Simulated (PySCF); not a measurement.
CH₅BGeO (calculated)

All values are calculated (PySCF 2.14.0). Calculation on a computer-drawn molecule: the log of a Hartree-Fock and frozen-core CCSD(T) single point meant for a local Hartree-Fock minimum, with one planted fault or none, to be diagnosed. Offsets are logged minus clean, where the clean run is the same molecule without the fault. The reference is restricted for singlets and unrestricted otherwise, and also for a bond in bohr or an excited solution. Adding or removing an electron swaps singlet and doublet. The excited solution moves the top pair (singlet) or top alpha electron (doublet) to the lowest empty orbital. Highest occupied and lowest empty are orbital energies over both spins, largest force is the largest gradient component, triples share is (T) over the correlation energy, the T1 limit is 0.02 restricted and 0.045 unrestricted, electrons count all cores, a negative frequency is imaginary (commonest isotopes), and the dipole is about the centre of nuclear charge; on germanium a core potential holds 10 electrons, which the energies leave out, and 3d is frozen in MP2 and coupled-cluster steps.

Common to all runs: meant charge 0; meant multiplicity 1; meant basis cc-pVDZ; meant basis and core potential on germanium cc-pVDZ-PP ECP10MDF; logged basis functions 90; logged SCF converged yes; possible faults no fault, one electron removed, one electron added, multiplicity raised by two, geometry at a saddle point, SCF held on an excited solution, minimal basis STO-3G, one bond length entered in bohr, all coordinates scaled.

(1) CH₅BGeO

Logged structure:
```xyz
9
CH5BGeO
C     -0.1845     0.9339    -1.1809
Ge     0.3871     0.5813     0.7195
B     -1.5705     0.1300     1.4534
O     -2.1437    -1.0739     1.6870
H     -0.5118    -0.0081    -1.6379
H     -1.0337     1.6233    -1.2235
H      0.6340     1.3407    -1.7762
H     -2.2650     1.0773     1.7493
H     -1.6090    -1.8235     1.4780
```

- logged electrons: 56
- logged spin squared: 0
- logged highest occupied: -5.4589 eV
- logged lowest empty: -1.65 eV
- logged largest force: 0.061164 hartree/bohr
- logged dipole magnitude: 0.94433 debye
- logged SCF stable within its kind: no
- logged energy HF: -433.53003 hartree
- planted fault: SCF held on an excited solution
- HF energy offset from clean run: 112.3 kcal/mol

Drawn bonds:
```
atom  other atom  order
   1           2      1
   2           3      1
   3           4      1
   1           5      1
   1           6      1
   1           7      1
   3           8      1
   4           9      1
```

Notes: coupled-cluster numbers left out as unreliable.

(2) CH₅BGeO

Structure as in entry 1.

* logged electrons: 55
* logged spin squared: 0.7769
* logged highest occupied: -15.851 eV
* logged lowest empty: -6.1227 eV
* logged largest force: 0.045853 hartree/bohr
* logged T1 diagnostic: 0.020488
* logged D1 diagnostic: 0.069935
* logged triples share: 0.029377
* logged CC converged: yes
* logged dipole magnitude: 1.9541 debye
* logged SCF stable within its kind: yes
* logged energy HF: -433.45116 hartree
* logged energy CCSD(T): -433.98102 hartree
* planted fault: withheld

Drawn bonds:
```
atom  other atom  order
   1           2      1
   2           3      1
   3           4      1
   1           5      1
   1           6      1
   1           7      1
   3           8      1
   4           9      1
```

Question: CH₅BGeO (entry 2): planted fault?
Answer: one electron removed

Further results for CH₅BGeO (entry 2):

- HF energy offset from clean run: 161.8 kcal/mol
- CCSD(T) energy offset from clean run: 177 kcal/mol
